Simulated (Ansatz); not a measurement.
`C[SiH2]C(N)O` and `C[SiH2]C(O)F` differ in one atom or group.

Ansatz, PBE0-D4/def2-TZVP geometries, multiplicity 1. Each molecule was computed in one conformer, which needn't be the lowest.

| property | `C[SiH2]C(N)O` |
| --- | --- |
| LUMO energy (B3LYP/def2-TZVPP) / eV | 0.41 |
| LUMO energy (PBE/def2-TZVPP) / eV | -0.11 |
| size of the dipole moment (PBE/def2-TZVPP) / D | 1.28 |
| HOMO energy (PBE/def2-TZVPP) / eV | -5.44 |
| size of the dipole moment (B3LYP/def2-TZVPP) / D | 1.35 |
| LUMO energy (ωB97M-V/def2-TZVPP) / eV | 2.19 |

Task: What does the change do to each property? (An estimate is asked.)

Result: Computed: 
```
                                        property  `C[SiH2]C(O)F`  shift
             LUMO energy (B3LYP/def2-TZVPP) / eV            0.28  -0.13
               LUMO energy (PBE/def2-TZVPP) / eV           -0.25  -0.14
  size of the dipole moment (PBE/def2-TZVPP) / D            1.02  -0.26
               HOMO energy (PBE/def2-TZVPP) / eV           -6.74  -1.30
size of the dipole moment (B3LYP/def2-TZVPP) / D            1.09  -0.26
           LUMO energy (ωB97M-V/def2-TZVPP) / eV            2.13  -0.06
```

With PBE0 the HOMO falls by 1.43 eV and the LUMO falls by 0.10 eV, so the gap widens by about 1.33 eV. PBE moves the HOMO by -1.30 eV and ωB97M-V by -1.43 eV. Dipoles are sizes alone; their direction can turn.

Positive LUMOs are unbound, so they and the gaps depend on the basis.

B3LYP here is the variant with VWN-RPA as its local correlation; programs differ in this.
